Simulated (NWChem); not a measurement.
# CH$_{3}$BeF; SMILES [F][Be][CH3]

Computed with NWChem. Coordinates come from a PBE0-D3(BJ)/def2-TZVP optimisation. Core excitations by TDA in a window of 1s orbitals, non-relativistic and unshifted: absolute energies depend strongly on the exact-exchange share.

For level F K edge, PBE/def2-TZVP:

- first 1s excitation (eV) = 658.6
- dipole oscillator strength of the first = 0.0008
- first state with f > 0.002 (eV) = 659.4
- dipole oscillator strength of that state = 0.0087

**Question.** How do the values read with level C K edge, PBE0/def2-TZVP instead?

**Answer.** The first 1s excitation (eV) is 275.9, the dipole oscillator strength of the first is 0.0022 and the first state with f > 0.002 (eV) is 275.9. The dipole oscillator strength of that state is 0.0022.
